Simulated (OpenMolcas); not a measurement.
Rh+.

```json
{
 "Program": "OpenMolcas",
 "Basis": "ANO-RCC-VTZP [7s6p4d2f1g]",
 "Scalar Hamiltonian": "DKH2, point nucleus",
 "Active space": "8 electrons in 6 orbitals (4d 5s)",
 "State averaging": "2S+1 = 5 even, 15 roots (10 in the spin-orbit step); 2S+1 = 3 even, 55 roots; 2S+1 = 1 even, 43 roots",
 "Spin-orbit coupling": "state interaction with AMFI integrals over the reference wave functions, term energies averaged over their components"
}
```

Two sets of levels on these reference wave functions, in cm⁻¹ above 4d⁸ ³F₄: one from CASSCF and one from MS-CASPT2, IPEA 0.25 Eh, imaginary shift 0.1 Eh (closed shells correlated: 4s 4p).

```json
{"Level": "4d⁸ ³F₄", "Set 1": "0.0", "Set 2": "0.0"}
{"Level": "4d⁸ ³F₃", "Set 1": "2520", "Set 2": "2500"}
{"Level": "4d⁸ ³F₂", "Set 1": "3620", "Set 2": "3750"}
{"Level": "4d⁷ 5s ⁵F₅", "Set 1": "14970", "Set 2": "6690"}
{"Level": "4d⁷ 5s ⁵F₄", "Set 1": "16580", "Set 2": "8320"}
{"Level": "4d⁷ 5s ⁵F₃", "Set 1": "17850", "Set 2": "9580"}
{"Level": "4d⁷ 5s ⁵F₂", "Set 1": "18710", "Set 2": "10460"}
{"Level": "4d⁷ 5s ⁵F₁", "Set 1": "19250", "Set 2": "11010"}
{"Level": "4d⁸ ³P₁", "Set 1": "9570", "Set 2": "13630"}
{"Level": "4d⁸ ³P₀", "Set 1": "9840", "Set 2": "13990"}
{"Level": "4d⁸ ¹G₄", "Set 1": "14260", "Set 2": "16040"}
{"Level": "4d⁷ 5s ³F₄(1)", "Set 1": "22240", "Set 2": "17180"}
{"Level": "4d⁷ 5s ³F₃(1)", "Set 1": "24320", "Set 2": "19050"}
{"Level": "4d⁷ 5s ³F₂(1)", "Set 1": "25610", "Set 2": "20440"}
{"Level": "4d⁷ 5s ⁵P₃", "Set 1": "26380", "Set 2": "21660"}
{"Level": "4d⁷ 5s ⁵P₂", "Set 1": "26660", "Set 2": "22210"}
```

Task: Which set is which?

Result: Set 1 is MS-CASPT2. Its levels of the other terms of 4d⁸ lie at 0.70 to 0.89 of the other set's values, as expected, since terms of lower spin or lower L gain more correlation energy than the Hund ground term. Against 13 measured levels (NIST Handbook of Basic Atomic Spectroscopic Data) the mean absolute deviation is 1700 cm-1 with it and 6400 cm-1 without; single levels miss by up to 3200 cm-1 with it.

CASPT2 does not keep the components of a term degenerate, so their means are used; among the terms shown or strongly mixed into the levels shown the widest spread is 1300 cm-1 (4d⁸ ³F, MS-CASPT2). Some high roots are left out of the spin-orbit mixing, which shifts the levels that they would mix with. A single d shell beside an s shell can misplace configurations of different d count against each other. Without dynamic correlation excited terms often stand tens of per cent too high (terms of higher spin than the ground term too low), and those without a measured partner can miss by more than the paired ones (holds for CASSCF). Some levels mix across a computed gap that differs much from the measured one, so their mixing is not that of the real levels (holds for CASSCF). Measured partners are found by configuration, term and J. A level has none where our copy of the source lacks it or the pairing is in doubt (some pairs that miss far off the trend of their configuration count as doubtful), and it then counts in no deviation. Levels of configurations outside the active space are missing. Levels that lie high or do not pair safely by name in every column are left out.

A number in round brackets counts repeated terms of one configuration in the order of the reference energies.
